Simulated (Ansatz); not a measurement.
```xyz
5

C     0.0053   -0.0071   -0.6140
F     0.0003   -0.0084    0.7393
H     0.0030   -1.0411   -0.9885
H    -0.8958    0.5187   -0.9867
H     0.9027    0.5107   -1.0006
```

Basis set: 6-31G* (spherical functions). Frozen core: 2 orbitals. Charge 0, multiplicity 1.

Computed with Ansatz (development build ahead of 0.2.0); each method stands on the lowest determinant of its kind that the runs found. Restricted open shells among the atoms or ions are ROHF, correlated in semicanonical orbitals with singles.

(1) Give the atomization energy at this shape (free ground-state atoms in the same class of orbitals less the molecule, no zero-point energy) of singlet CH3F by RHF-MP2, RHF.

Results:

(1)

| method | atomization energy |
| --- | --- |
| RHF-MP2 | 1626.5 kJ/mol |
| RHF | 1312.8 kJ/mol |
